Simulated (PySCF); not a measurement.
Level of theory: B3LYP-D3(BJ)/def2-SVP (PySCF 2.14.0). Gas-phase values, no solvent. One relaxed conformer stands for a flexible species; it need not be the lowest. B3LYP has the VWN-RPA correlation part, as in Gaussian. Delta-SCF ions had no search for a lower state. Excitations are Tamm–Dancoff values on a coarser integration grid. The basis has no diffuse functions, so Rydberg states are missing or too high.

Reference species (SMILES): `Fc1ccc(F)cc1` (neutral, multiplicity 1).

* **vertical ionisation energy (Delta-SCF)**: 9.11 eV
* **S1 excitation (TDA)**: 5.30 eV
* **HOMO–LUMO gap**: 5.92 eV
* **hole reorganisation energy (four-point)**: 0.495 eV

Changed species: `Bc1ccc(B)cc1` (X = boryl; the reference has X = fluoro).

Problem. Give the shifts of the vertical ionisation energy (Delta-SCF), S1 excitation (TDA), HOMO–LUMO gap and hole reorganisation energy (four-point).

Solution. the vertical ionisation energy (Delta-SCF) rises by 0.39 eV, to 9.50 eV; the S1 excitation (TDA) falls by 1.30 eV, to 4.00 eV; the HOMO–LUMO gap falls by 1.46 eV, to 4.46 eV; the hole reorganisation energy (four-point) drops by 0.106 eV, to 0.389 eV.
